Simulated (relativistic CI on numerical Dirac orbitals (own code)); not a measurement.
Computed by Dirac-Coulomb-Breit CI, separate exchange-only KLI orbitals for each configuration, model QED (radiative potential, 1s self-energy scaled to tabulated hydrogen-like ionisation energies), unscaled Slater integrals (own radial code, finite nucleus).

The strongest absorption lines from the ground level of an ion, among the configurations computed and to levels below about 12100 eV (vacuum wavelength in nm, gf): 0.10248 (0.046), 0.10291 (0.027), 0.11379 (0.11), 0.11482 (0.065), 0.14941 (0.4), 0.15373 (0.27), 1.3215 (0.2), 8.0663 (0.014).

Problem. Which ion is it?
A. Tm66+
B. W71+
C. Xe51+
D. Gd61+

Solution. D. Gd61+ has 3 electrons and the ground level 2s 2S_1/2; the strongest line goes to 3p 2P°_3/2. The pattern of lines fixes the number of electrons, and along that sequence the line energies rise steadily with the charge (about as its square where n changes within one kind of shell, about linearly where n is kept but much faster in heavy ions where fine structure, which grows about as Z⁴, sets the gap, and irregularly where shells cross), which fixes Z. Configurations outside the model, such as inner-shell arrays, can give stronger lines. At this charge energies of transitions that change n are usually good to better than 1 %, and those within a shell (Δn = 0) to a few per cent.
